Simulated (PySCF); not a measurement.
Species: C8H8NP.
SMILES with atom numbers: `[CH:1]#[C:2][c:3]1[n:4][cH:5][c:6]([CH3:7])[c:8]([CH3:9])[p:10]1`

Cartesian coordinates in Å at the PBE0-D3(BJ)/def2-SVP level; atoms count from 1:
```
atom  x, y, z in Å
C1     4.4062   -0.9703    1.1914
C2     3.2619   -0.6415    0.9568
C3     1.9080   -0.2949    0.6397
N4     1.3482    0.6819    1.3530
C5     0.1035    1.0670    1.1311
C6    -0.7956    0.5613    0.1780
C7    -2.1726    1.1518    0.1032
C8    -0.4167   -0.4753   -0.6883
C9    -1.3948   -0.9984   -1.7004
P10    1.1631   -1.2169   -0.6649
H11    5.4198   -1.2540    1.4064
H12   -0.2516    1.8795    1.7786
H13   -2.3732    1.5797   -0.8922
H14   -2.3045    1.9492    0.8475
H15   -2.9475    0.3889    0.2816
H16   -0.9595   -1.8057   -2.3064
H17   -1.7235   -0.1988   -2.3845
H18   -2.3009   -1.3914   -1.2106
```

NICS = −σ at a ghost point: NICS(0) at the centroid of the ring atoms, NICS(1) 1 Å to either side along the normal of their mean plane, zz for the tensor component along that normal. Level: GIAO CAM-B3LYP/pcSseg-1 (PySCF, non-relativistic, gas phase) on the PBE0-D3(BJ)/def2-SVP geometry, one conformer.

Ring bond lengths (Å): C3–N4 1.333, N4–C5 1.322, C5–C6 1.404, C6–C8 1.403, C8–P10 1.745, P10–C3 1.763.

Problem. What do the NICS probes read (ppm)?

Solution. 
```tsv
ring	type	NICS(0)	NICS(1), two faces	NICS(1)zz, two faces	rms pucker (Å)	centre to ring atoms, mean (Å)
C3–N4–C5–C6–C8–P10	6-membered ring with N and P; formal bonds all aromatic	-6.7	-10.4 / -10.4	-23.9 / -23.9	0.00	1.49
```

Problem. What can be read from them?

Solution. 
- C3–N4–C5–C6–C8–P10: mean NICS(1)zz -23.9 ppm, shielded.

Problem. How equal are the bonds by HOMA? Use HOMA with the parameters of Krygowski (1993).

Solution. 
- C3–N4–C5–C6–C8–P10: HOMA 0.85; the largest term is that of P10–C3, α(R − Ropt)² = 0.50.

Problem. At the first NICS(1) probe listed for ring C3–N4–C5–C6–C8–P10, 1 Å off the ring, what do the in-plane components average?

Solution. The isotropic value is a third of the trace: (3 × -10.4 − (-23.9))/2 = -3.7 ppm.

Problem. How do the values depend on the level or the medium?

Solution. 
```
                            level  NICS(0), C3–N4–C5–C6–C8–P10  mean NICS(1)zz, C3–N4–C5–C6–C8–P10
          CAM-B3LYP/pcSseg-1, gas                         -6.7                               -23.9
               PBE0/pcSseg-1, gas                         -6.6                               -23.5
PBE0/pcSseg-1, IEF-PCM chloroform                         -6.5                               -23.4
  PBE0/pcSseg-1, IEF-PCM methanol                         -6.4                               -23.3
```

The geometry is the same throughout; the continuum's cavity takes Bondi-type radii × 1.2.
